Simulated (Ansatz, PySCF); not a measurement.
Energy difference R1 + R2 → P1 + P2, each structure at its B3LYP-D3(BJ)/def2-TZVP stationary point, reached from a drawn start (curvature not checked).
P1: CH4 (SMILES C), charge 0, multiplicity 1.
R1: H2O (SMILES O), charge 0, multiplicity 1.
P2: H6OSi2 (SMILES [SiH3]O[SiH3]), charge 0, multiplicity 1.
R2: CH8Si2 (SMILES [SiH3]C[SiH3]), charge 0, multiplicity 1.

P less R. No zero-point or thermal terms.

Correlated levels freeze the cores. CBS(a, b) extrapolates the correlation energy as X⁻³ and adds the Hartree–Fock energy of set b.

Codes used: Ansatz (a quantum-chemistry and plane-wave program) with Gaussian orbitals; PySCF for the D3/D4 terms. All values are computed, each at the level named.

```tsv
level	reaction energy (kJ/mol)
HF/cc-pV(D+d)Z	-211.4
PBE/def2-TZVPP	-173.1
BLYP-D4/def2-TZVPP	-194.7
r2SCAN/def2-TZVPP	-193.4
BHLYP/def2-TZVPP	-217.0
wB97M-V/def2-TZVPP	-191.4
MP2/CBS(cc-pV(T+d)Z, cc-pV(Q+d)Z)	(withheld)
CCSD/cc-pV(Q+d)Z	(withheld)
CCSD(T)/CBS(cc-pV(T+d)Z, cc-pV(Q+d)Z)	(withheld)
```

### Question
Fill in the missing entries.

### Answer

- MP2/CBS(cc-pV(T+d)Z, cc-pV(Q+d)Z), reaction energy (kJ/mol): -196.9
- CCSD/cc-pV(Q+d)Z, reaction energy (kJ/mol): -202.7
- CCSD(T)/CBS(cc-pV(T+d)Z, cc-pV(Q+d)Z), reaction energy (kJ/mol): -195.8
